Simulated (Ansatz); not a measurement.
Reaction (isomerisation): `C[Si](F)(F)C#N` → `N=C1C(F)[SiH]1F`

Isolated molecules relaxed with PBE0-D4/def2-TZVP in Ansatz; ΔE leaves out vibrations. CCSD(T)/CBS is the MP2 limit (def2-TZVPP, def2-QZVPP) plus CCSD(T) − MP2 in def2-TZVPP, frozen cores. Functionals use def2-TZVPP. Each species was taken in one conformer, which may not be the lowest.

CCSD(T)/CBS gives +517.0 kJ/mol.

Task: Another level gave +539.3 kJ/mol. Which?
A. ωB97M-V/def2-TZVPP
B. SCS-MP2/def2-TZVPP
C. revPBE/def2-TZVPP
D. r2SCAN/def2-TZVPP

Result: B. SCS-MP2/def2-TZVPP 539.3, revPBE 449.3, ωB97M-V 500.0, r2SCAN 480.9 kJ/mol.

Task: What do rigid-rotor, harmonic-oscillator terms from PBE0-D4/def2-TZVP frequencies (298.15 K, 1 bar) make of the CCSD(T)/CBS value? (Estimate.)

Result: Computed: ΔZPE = -2.7 kJ/mol, ΔH = +511.9 kJ/mol, ΔS = -16 J/(mol·K), ΔG = +516.6 kJ/mol.

Largest T1 diagnostic among the species: 0.014.

In def2-TZVPP, CCSD(T) changes the Hartree–Fock value by −40.7 kJ/mol (the triples alone add −8.1 kJ/mol) and MP2 by −22.5 kJ/mol. From r2SCAN to r2SCAN0 (25 % exact exchange), in def2-TZVPP and without D4, ΔE moves by +11.0 kJ/mol.
